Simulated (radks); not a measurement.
Excited configurations of neutral tin: one electron is placed in a higher orbital outside [Kr] 4d10 5s2 5p1. The ground configuration is [Kr] 4d10 5s2 5p2. Method: Dirac Kohn-Sham, PBEsol, spin-unpolarised, spherical densities, finite nucleus; open shells are shared between the two j in proportion to 2j + 1; Fermi nuclear charge, rms radius 4.6519 fm; computed with a radial shooting solver on a logarithmic mesh with Libxc functionals. Excitation = E - E(ground); binding = E(ion) - E, where the ion is the core of charge +1; n* = 1/sqrt(2 binding) in atomic units, and the quantum defect is n - n*. Eigenvalue and <r> are those of j = l + 1/2.

outer orbital  excitation (eV)  binding (eV)     n*  quantum defect  eigenvalue (eV)  <r> (bohr)
4f                       6.006         0.906  3.875           0.125           -0.427       17.34
5d                       5.145         1.767  2.775           2.225           -0.679       8.695
5f                       6.285         0.627  4.660           0.340           -0.360       29.37
6s                       3.909         3.003  2.129           3.871           -1.728       7.103
6p                       4.845         2.067  2.566           3.434           -1.125       9.530
6d                       5.792         1.120  3.485           2.515           -0.603       16.75
6f                       6.458         0.453  5.478           0.522           -0.281       43.97
7s                       5.415         1.496  3.016           3.984           -0.907       14.58
7f                       6.569         0.343  6.299           0.701           -0.223       61.59

Estimate the row for 7p.

Answer. excitation (eV) 5.767; binding (eV) 1.145; n* 3.447; quantum defect 3.553; eigenvalue (eV) -0.677; <r> (bohr) 18.31. The Delta-SCF ionisation energy is 6.912 eV (NIST Atomic Spectra Database: 7.344 eV, measured). Self-interaction in the functional shifts the binding energies and quantum defects, so they are the method's values and not measured ones. Spin polarisation and multiplet splitting are left out, so open shells lie too high by an amount that depends on their filling. Sharing an open shell by 2j + 1 raises it above the true ground level by a part of the spin-orbit splitting, which enters the differences from NIST.

Beside tabulated values, note that spin-unpolarised runs miss the spin-polarisation part of the exchange energy of open shells.
